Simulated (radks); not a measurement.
Results of a calculation; reference values are marked as such.
Effect of the nuclear size on neutral praseodymium, [Xe] 4f3 6s2. Level of theory: Dirac Kohn-Sham, BLYP, spin-unpolarised, spherical densities, finite nucleus; open shells are shared between the two j in proportion to 2j + 1; Fermi nuclear charge, rms radius 4.8919 fm (a radial shooting solver on a logarithmic mesh with Libxc functionals). The rms radius is varied about that value; shifts are against it.

rms radius (fm)  total energy shift (eV)  density at nucleus (e/bohr^3)  1s1/2 shift (meV)  2s1/2 shift (meV)  5s1/2 shift (meV)  5p1/2 shift (meV)  6s1/2 shift (meV)  6p1/2 (empty) shift (meV)  4f7/2 shift (meV)
4.0798                             -3.56                      4.337e+05              -1480               -182              -1.30              0.190             -0.067                      0.051              0.283
4.7403                            -0.704                      4.199e+05               -292              -36.0             -0.258              0.037             -0.013                      0.010              0.056
4.8919                                 0                      4.171e+05              0.000              0.000              0.000              0.000              0.000                      0.000              0.000
5.2588                              1.78                      4.106e+05                737               90.9              0.649             -0.095              0.033                     -0.026             -0.141
5.8703                              4.96                       4.01e+05               2060                254               1.81             -0.264              0.093                     -0.071             -0.393

Slopes of the eigenvalues against <r^2> in GHz/fm^2, as finite differences over the two radii next to the reference (eigenvalue slopes, not the field-shift constants of lines): 1s1/2 48000, 2s1/2 5920, 5s1/2 42.3, 5p1/2 -6.16, 6s1/2 2.18, 6p1/2 (empty) -1.67, 4f7/2 -9.18.
